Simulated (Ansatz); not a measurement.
SnBrH3 (SnH₃Br). The state is a singlet with charge 0. Geometry r2SCAN-D4/def2-TZVP.

```xyz
5

Sn   -0.066    0.195    0.042
Br    0.719   -2.113   -0.458
H     0.295    0.480    1.679
H    -1.738    0.209   -0.264
H     0.792    1.229   -0.999
```

In the def2 sets Sn takes a core potential; there is no spin–orbit coupling. B3LYP takes the VWN-RPA correlation.

(1) Estimate the orbital energies around the gap (eV) in Ansatz with HF/def2-TZVP, PBE-D4/def2-SVP, B97M-V/def2-TZVP, B3LYP-D4/def2-TZVP, PBE0-D4/def2-TZVP.

Answers

(1) 
```csv
orbital,HF/def2-TZVP,PBE-D4/def2-SVP,B97M-V/def2-TZVP,B3LYP-D4/def2-TZVP,PBE0-D4/def2-TZVP
HOMO−5,-18.60,-13.16,-13.48,-14.55,-14.83
HOMO−4,-13.12,-8.59,-9.07,-9.76,-9.97
HOMO−3,-13.12,-8.59,-9.07,-9.76,-9.97
HOMO−2,-12.36,-8.39,-8.86,-9.39,-9.65
HOMO−1,-11.06,-6.70,-7.33,-7.90,-8.16
HOMO,-11.06,-6.70,-7.33,-7.90,-8.16
LUMO,1.75,-1.72,-1.66,-1.36,-1.09
LUMO+1,3.05,-0.57,-0.73,-0.31,0.02
LUMO+2,3.05,0.34,0.21,0.61,0.83
LUMO+3,3.30,0.34,0.21,0.61,0.84
LUMO+4,4.92,3.83,1.98,2.13,2.37
LUMO+5,4.92,4.53,1.99,2.14,2.37
```
